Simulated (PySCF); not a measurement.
## Which functional comes closest?

Molecule: SMILES CCO[Si](C)(C)C, C₅H₁₄OSi.

Bonds (- single, = double, # triple, : aromatic): C1-C2, C2-O3, O3-Si4, Si4-C5, Si4-C6, Si4-C7. C1 carries H8, H9, H10; C2 carries H11, H12; C5 carries H13, H14, H15; C6 carries H16, H17, H18; C7 carries H19, H20, H21.

Geometry PBE0-D3(BJ)/def2-SVP throughout; GIAO in PySCF 2.14.0 with density-fitted response routines, gas phase, one conformer, non-relativistic; equivalent atoms averaged; basis pcSseg-1.

Reference values (measured; solution, ethanol; T. M. Alam, M. Henry, Phys. Chem. Chem. Phys. (a906445a), supplement): δ(Si4) = 16.7 ppm vs TMS (internal). Computed shifts are taken against TMS, calculated as an isolated molecule at each level.

Problem. How do the functionals PBE, BLYP, KT3, B3LYP, PBE0, mPW1PW91, WP04, CAM-B3LYP, wB97X-D perform against the reference? Times are CPU seconds on shared hosts with different chips, so compare them loosely.

Solution. 
| functional | kind | Si4 | abs. error Si | core-s |
| --- | --- | --- | --- | --- |
| PBE | GGA | 21.0 | 4.3 | 65 |
| BLYP | GGA | 17.3 | 0.6 | 75 |
| KT3 | GGA | 17.5 | 0.8 | 38 |
| B3LYP | global hybrid | 17.7 | 1.0 | 23 |
| PBE0 | global hybrid | 20.9 | 4.2 | 24 |
| mPW1PW91 | global hybrid | 20.5 | 3.8 | 44 |
| WP04 | global hybrid | 10.7 | 6.0 | 46 |
| CAM-B3LYP | range-separated hybrid | 19.9 | 3.2 | 37 |
| wB97X-D | range-separated hybrid | 21.0 | 4.3 | 62 |

For ²⁹Si the closest is BLYP (0.6 ppm, with KT3 practically level) and the furthest WP04 (6.0 ppm). One molecule is a small sample, and vibrational and solvent effects are absent from the calculation.
